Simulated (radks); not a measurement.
Results of a calculation; reference values are marked as such.
Problem. The mean radii <r> (bohr) of the occupied orbitals of an atom or ion are listed with their occupations. Code: a radial shooting solver on a logarithmic mesh with Libxc functionals. Model: scalar-relativistic Kohn-Sham, exchange-only LDA, spin-polarised, spherical densities, point nucleus.

| orbital | occ. | <r> |
|---|---|---|
| 1s up | 1 | 0.02038 |
| 1s down | 1 | 0.02038 |
| 2s up | 1 | 0.08590 |
| 2s down | 1 | 0.08586 |
| 2p up | 3 | 0.07611 |
| 2p down | 3 | 0.07606 |
| 3s up | 1 | 0.2118 |
| 3s down | 1 | 0.2120 |
| 3p up | 3 | 0.2078 |
| 3p down | 3 | 0.2081 |
| 3d up | 2 | 0.1842 |

Name the element and its charge. Open shells, if any, are filled with parallel spins first.

Solution. Z = 68, erbium, charge +48: Er48+ in [Ar] 3d2. The 1s radius gives Z: for a bare nucleus <r> = (2 gamma + 1)/(2Z) with gamma = sqrt(1 - (Z/c)^2), 0.02012 bohr for Z = 68, and screening makes it slightly larger (0.02038 here). The occupations add up to 20, and the charge is Z minus that.
